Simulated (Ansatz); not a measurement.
Consider the ligand exchange at the Al–C bond: `N=[C](O)[AlH2]` + `O[SiH3]` → `[AlH2][O][SiH3]` + `N=CO`.

Computed with Ansatz on PBE0-D4/def2-TZVP structures; ΔE is electronic, products minus reactants. CCSD(T)/CBS adds triple-zeta CCSD(T) − MP2 to the extrapolated MP2 energy (def2 sets, frozen cores). This one scheme is used for every species. DFT in def2-TZVPP. B3LYP here is the variant with VWN-RPA as its local correlation; programs differ in this. HSE06 is defined as in plane-wave codes. Each species was taken in one conformer, which may not be the lowest.

```csv
level,ΔE (kJ/mol),difference from CCSD(T)/CBS
LDA (SPW92),-156.8,11.1
PBE-D4,-154.7,13.2
revPBE-D4,-153.0,14.9
BLYP-D4,-164.1,3.8
r2SCAN-D4,-170.0,-2.1
B97M-V,-173.1,-5.2
PBE0-D4,-162.9,5.0
B3LYP-D4,-170.6,-2.7
r2SCANh-D4,-171.6,-3.7
r2SCAN0-D4,-173.8,-5.9
HSE06-D4,-162.5,5.4
CAM-B3LYP-D4,-174.8,-6.9
ωB97M-V,-167.1,0.8
B2PLYP,-173.0,-5.1
PBE-QIDH,-170.7,-2.8
PBE,-155.1,12.8
revPBE,-154.4,13.5
BLYP,-165.2,2.7
r2SCAN,-170.0,-2.1
PBE0,-163.1,4.8
B3LYP,-171.3,-3.4
r2SCANh,-171.6,-3.7
r2SCAN0,-173.8,-5.9
BHLYP,-180.6,-12.7
CAM-B3LYP,-175.0,-7.1
LC-ωPBE,-168.4,-0.5
RPA@PBE/def2-TZVPP,-165.7,2.2
HF/def2-SVP,-196.9,-29.0
CCSD/def2-SVP,-182.7,-14.8
CCSD(T)/def2-SVP,-179.2,-11.3
HF/def2-TZVPP,-191.0,-23.1
MP2/def2-TZVPP,-172.8,-4.9
SCS-MP2/def2-TZVPP,-175.4,-7.5
CCSD/def2-TZVPP,-173.9,-6.0
CCSD(T)/def2-TZVPP,-169.8,-1.9
HF/def2-QZVPP,-192.6,-24.7
MP2/def2-QZVPP,-172.3,-4.4
SCS-MP2/def2-QZVPP,-174.9,-7.0
HF/CBS(def2),-192.8,-24.9
CCSD/CBS(def2),-172.1,-4.2
CCSD(T)/CBS,-167.9,0
```

Largest T1 diagnostic among the species: 0.015.

In def2-TZVPP, CCSD(T) changes the Hartree–Fock value by +21.3 kJ/mol (the triples alone add +4.2 kJ/mol) and MP2 by +18.2 kJ/mol. From PBE to PBE0 (25 % exact exchange), in def2-TZVPP and without D4, ΔE moves by −8.0 kJ/mol. Leaving LDA and LC-ωPBE aside and taking each functional with its dispersion term where it has one, the values, not all of them listed here, spread over 27.6 kJ/mol, from BHLYP-D4 to revPBE-D4.
